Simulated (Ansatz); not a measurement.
## Scan of the Sn2–S3–H5 angle

SnH2SF (SMILES [F][SnH][SH]), doublet, at its PBE0-D4/def2-TZVP minimum:

```
5
angstrom
F -1.0987 -0.0107 1.5048
Sn -0.2699 -0.8829 -0.0090
S 1.3294 0.7382 -0.8013
H -1.5372 -1.0369 -1.1895
H 1.6265 1.1186 0.4537
```

The angle Sn2–S3–H5 (91.7° at the minimum) is set to the values below, Sn2, with anything bonded beyond it, turning rigidly in the plane of the angle. Each method's energies count from its own value at the PBE0-D4 minimum structure. Computed with Ansatz 0.2.0 (basis: def2-TZVPP); correlated methods freeze the cores; orbitals are unrestricted. Filled d shells of the heavier atoms are correlated. Core potentials replace the inner electrons of the atoms past krypton. The def2 sets are not built for correlating such inner shells, so the correlated values are less sure here.

CCSD(T) energies along the scan:
```
angle (°)  CCSD(T) (kcal/mol)
     73.7                3.48
     78.2                1.87
     82.7                0.78
     87.2                0.17
     91.7                0.00
     96.2                0.24
    100.7                0.87
    105.2                1.84
    109.7                3.13
```
They count from the CCSD(T) energy at the PBE0-D4 minimum.

Minimum and curvature along this coordinate at CCSD(T): A fifth-order fit through the nearest points gives 91.2°, with a curvature of about 0.89 meV/deg².

Largest difference from the CCSD(T) curve over the scan: PBE-D4 0.31; PBE0-D4 0.20; wB97M-V 0.11; MP2 0.27 kcal/mol. Each curve counts from its own value at the minimum.

The T1 diagnostic stays at or below 0.018. ⟨S²⟩ of the unrestricted Hartree–Fock references: 0.76 to 0.77 (a pure state has 0.75).

For scale, one of the runs: CCSD(T)/def2-TZVPP, 151 basis functions (an equivalent command: `ansatz run in.yaml --threads 4`). Time: 42 s of wall clock on 4 CPU threads; the host was shared. Peak host memory: 2.9 GiB.
